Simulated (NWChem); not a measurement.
System: dimethyl telluride (C2H6Te); SMILES C[Te]C

Input file for NWChem:

```
start job
memory heap 200 mb stack 900 mb global 1100 mb
geometry units angstroms noautoz
  C      1.533244    -0.597969     0.992065
  Te     0.014990     0.170592    -0.326282
  C     -1.619948    -0.399891     0.952500
  H      1.399076    -1.678451     1.130851
  H      2.505244    -0.410163     0.516176
  H      1.493900    -0.076430     1.957091
  H     -1.625185    -1.488367     1.093919
  H     -2.548748    -0.093560     0.452466
  H     -1.539677     0.114981     1.918478
end
basis spherical
  * library def2-svp
end
ecp
  Te library def2-ecp
end
dft
  xc becke88 lyp
  iterations 150
  mulliken
end
task dft energy
```

NWChem printed, in part:

```
             Northwest Computational Chemistry Package (NWChem) 7.3.0
             --------------------------------------------------------

 CS  symmetry detected

                             Geometry "geometry" -> ""
                             -------------------------

 Output coordinates in angstroms (scale by  1.889725989 to convert to a.u.)

  No.       Tag          Charge          X              Y              Z
 ---- ---------------- ---------- -------------- -------------- --------------
    1 C                    6.0000    -1.06630142     0.00003810    -1.57982753
    2 Te                  52.0000     0.39586589     0.00001193     0.00000000
    3 C                    6.0000    -1.06630142     0.00003810     1.57982753
    4 H                    1.0000    -1.69010474    -0.90076778    -1.51522682
    5 H                    1.0000    -0.51894453    -0.00399413    -2.53214981
    6 H                    1.0000    -1.68565537     0.90422309    -1.51992744
    7 H                    1.0000    -1.69010474    -0.90076778     1.51522682
    8 H                    1.0000    -0.51894453    -0.00399413     2.53214981
    9 H                    1.0000    -1.68565537     0.90422309     1.51992744

 Effective nuclear repulsion energy (a.u.)     245.9278991238

      Symmetry information
      --------------------

 Group name             Cs
 Group number              2
 Group order               2
 No. of unique centers     5

                                 NWChem DFT Module
                                 -----------------

 Summary of "ao basis" -> "ao basis" (spherical)
 ------------------------------------------------------------------------------
       Tag                 Description            Shells   Functions and Types
 ---------------- ------------------------------  ------  ---------------------
 C                          def2-svp                 6       14   3s2p1d
 Te                         def2-svp                10       26   4s4p2d
 H                          def2-svp                 3        5   2s1p

      Symmetry analysis of basis
      --------------------------

        a'         47
        a"         37

            General Information
            -------------------
          SCF calculation type: DFT
          Wavefunction type:  closed shell.
          No. of atoms     :     9
          No. of electrons :    42
           Alpha electrons :    21
            Beta electrons :    21
          Charge           :     0
          Spin multiplicity:     1
          Use of symmetry is: on ; symmetry adaption is: on
          Maximum number of iterations: 150
          AO basis - number of functions:    84
                     number of shells:    40
          Convergence on energy requested:  1.00D-06
          Convergence on density requested:  1.00D-05
          Convergence on gradient requested:  5.00D-04

              XC Information
              --------------
                    Becke 1988 Exchange Functional  1.000
              Lee-Yang-Parr Correlation Functional  1.000

             Grid Information
             ----------------
          Grid used for XC integration:  medium
          Radial quadrature: Mura-Knowles
          Angular quadrature: Lebedev.
          Tag              B.-S. Rad. Rad. Pts. Rad. Cut. Ang. Pts.
          ---              ---------- --------- --------- ---------
          C                   0.70       49          11.0       434
          Te                  1.40      123           9.0       590
          H                   0.35       45          12.0       434
          Grid pruning is: on
          Number of quadrature shells:   307
          Spatial weights used:  Erf1

      Superposition of Atomic Density Guess
      -------------------------------------

 Sum of atomic energies:        -389.46901351

      Non-variational initial energy
      ------------------------------

 Total energy =    -346.554434
 1-e energy   =    -829.911642
 2-e energy   =     352.734772
 HOMO         =      -0.222929
 LUMO         =       0.003468

      Symmetry analysis of molecular orbitals - initial
      -------------------------------------------------

  Numbering of irreducible representations:

     1 a'          2 a"

  Orbital symmetries:

     1 a'          2 a"          3 a'          4 a"          5 a'
     6 a'          7 a"          8 a'          9 a'         10 a"
    11 a'         12 a'         13 a"         14 a'         15 a'
    16 a'         17 a"         18 a"         19 a"         20 a'
    21 a'         22 a"         23 a'         24 a'         25 a"
    26 a'         27 a'         28 a"         29 a"         30 a'
    31 a'

     ---------------------------------------------
      Total Density - Mulliken Population Analysis
     ---------------------------------------------

    Atom       Charge   Shell Charges
 -----------   ------   -------------------------------------------------------
    1 C    6     6.39   1.99  0.94  0.30  1.96  1.18  0.02
    2 Te  24    23.96   1.77  0.27  1.20  0.65  2.88  3.15  2.06  1.90  9.84  0.24
    3 C    6     6.39   1.99  0.94  0.30  1.96  1.18  0.02
    4 H    1     0.88   0.67  0.19  0.03
    5 H    1     0.87   0.66  0.19  0.03
    6 H    1     0.88   0.67  0.19  0.03
    7 H    1     0.88   0.67  0.19  0.03
    8 H    1     0.87   0.66  0.19  0.03
    9 H    1     0.88   0.67  0.19  0.03

   convergence    iter        energy       DeltaE   RMS-Dens  Diis-err
 ---------------- ----- ----------------- --------- --------- ---------
 d= 0,ls=0.0,diis     1   -347.6250905236 -4.78D+02  9.15D-03  2.36D-01
 d= 0,ls=0.0,diis     2   -347.6425140818 -1.74D-02  5.06D-03  6.77D-02
 d= 0,ls=0.0,diis     3   -347.6383214676  4.19D-03  2.80D-03  9.76D-02
 d= 0,ls=0.0,diis     4   -347.6530089058 -1.47D-02  4.28D-04  5.71D-04
 d= 0,ls=0.0,diis     5   -347.6530929719 -8.41D-05  7.44D-05  2.41D-05
  Resetting Diis
 d= 0,ls=0.0,diis     6   -347.6530963037 -3.33D-06  1.36D-05  5.67D-07
 d= 0,ls=0.0,diis     7   -347.6530964317 -1.28D-07  2.59D-06  8.44D-09

         Total DFT energy =     -347.653096431651
      One electron energy =     -833.232168894567
           Coulomb energy =      388.663238123963
    Exchange-Corr. energy =      -33.706602272092
 Nuclear repulsion energy =      130.622436611046

 Numeric. integr. density =       41.999984446659

                  Occupations of the irreducible representations
                  ----------------------------------------------

                     irrep           alpha         beta
                     --------     --------     --------
                     a'               13.0         13.0
                     a"                8.0          8.0

                       DFT Final Molecular Orbital Analysis
                       ------------------------------------

 Vector   19  Occ=2.000000D+00  E=-2.851847D-01  Symmetry=a"
              MO Center= -5.3D-01, -2.3D-04,  8.9D-16, r^2= 3.5D+00
   Bfn.  Coefficient  Atom+Function         Bfn.  Coefficient  Atom+Function
  ----- ------------  ---------------      ----- ------------  ---------------
    27      0.391848  2 Te pz                 6     -0.295211  1 C  pz
    46     -0.295211  3 C  pz                30      0.205464  2 Te pz
    60      0.160726  5 H  s                 75     -0.160726  8 H  s
    24     -0.155898  2 Te pz                 9     -0.149763  1 C  pz
    49     -0.149763  3 C  pz                 4     -0.132567  1 C  px

 Vector   20  Occ=2.000000D+00  E=-2.532102D-01  Symmetry=a'
              MO Center=  3.0D-02, -1.5D-04, -2.7D-15, r^2= 3.4D+00
   Bfn.  Coefficient  Atom+Function         Bfn.  Coefficient  Atom+Function
  ----- ------------  ---------------      ----- ------------  ---------------
    25      0.444279  2 Te px                28      0.278284  2 Te px
    18      0.275508  2 Te s                 17      0.253260  2 Te s
     4     -0.221132  1 C  px                44     -0.221132  3 C  px
    22     -0.178172  2 Te px                 6     -0.150600  1 C  pz
    46      0.150600  3 C  pz                19     -0.139451  2 Te px

 Vector   21  Occ=2.000000D+00  E=-1.577109D-01  Symmetry=a'
              MO Center=  3.0D-01,  1.3D-04,  5.1D-16, r^2= 2.7D+00
   Bfn.  Coefficient  Atom+Function         Bfn.  Coefficient  Atom+Function
  ----- ------------  ---------------      ----- ------------  ---------------
    29      0.582359  2 Te py                26      0.575135  2 Te py
    23     -0.229351  2 Te py                20     -0.178262  2 Te py
    56      0.090073  4 H  s                 66     -0.090356  6 H  s
    71      0.090073  7 H  s                 81     -0.090356  9 H  s
    55      0.089212  4 H  s                 65     -0.089570  6 H  s

 Vector   22  Occ=0.000000D+00  E=-3.179092D-02  Symmetry=a"
              MO Center=  1.8D-01, -1.9D-04, -2.0D-15, r^2= 4.2D+00
   Bfn.  Coefficient  Atom+Function         Bfn.  Coefficient  Atom+Function
  ----- ------------  ---------------      ----- ------------  ---------------
    30      0.914834  2 Te pz                 3      0.785116  1 C  s
    43     -0.785116  3 C  s                 27      0.392916  2 Te pz
     7      0.229089  1 C  px                47     -0.229089  3 C  px
    56     -0.204432  4 H  s                 66     -0.203605  6 H  s
    71      0.204432  7 H  s                 81      0.203605  9 H  s

[...]
```

Level: BLYP/def2-SVP with def2 effective core potentials on Te. All runs use the structure optimised with PBE0/def2-SVP. def2 effective core potentials on Te; no spin-orbit coupling.
